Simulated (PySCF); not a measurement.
## Computed properties of GeH6N2, SMILES [GeH2]([NH2])[NH2]

Ge(H)2(NH2)2 (GeH₆N₂), SMILES [GeH2]([NH2])[NH2]. Geometry optimised at B3LYP-D3(BJ)/def2-SVP. One conformer was computed; it need not be the lowest. All values are computed for the isolated molecule unless a solvent is named; none is compared with measurement here.

**Structure.** All 21 harmonic modes at B3LYP-D3(BJ)/def2-SVP (PySCF) are real, so it is a minimum. With heavy atoms numbered as in [GeH2:1]([NH2:2])[NH2:3], the shortest bond between them is Ge1–N2 at 1.840 Å and the longest Ge1–N3 at 1.851 Å.

**Vibrations.** The strongest infrared lines (harmonic, unscaled, degenerate partners summed) lie at 532 cm⁻¹ (216 km/mol, H 65 %, N 34 %), 2089 cm⁻¹ (179 km/mol, H 99 %), 509 cm⁻¹ (157 km/mol, H 71 %, N 26 %). The softest mode is at 151 cm⁻¹ and the zero-point energy is 41.9 kcal/mol.

**Electronic structure.** B3LYP/def2-TZVPD (PySCF) places the frontier levels at -7.04 and -0.17 eV, a gap of 6.87 eV, and gives a dipole moment of 1.50 D and a mean polarisability of 52.0 bohr³.

**Excitations.** TDDFT-PBE0/def2-SVPD (PySCF) has S1 at 6.27 eV (198 nm, f = 0.036, weak); the most intense of the 10 singlets computed lies at 7.60 eV (f = 0.06). T1 (TDA) is at 5.91 eV. No vertical singlet excitation falls in the visible range (under 3.1 eV).

**NMR.** GIAO shifts at KT2/pcSseg-1 (PySCF) (non-relativistic, atoms alike by connectivity averaged): ¹H from 0.5 to 5.5 ppm against TMS.
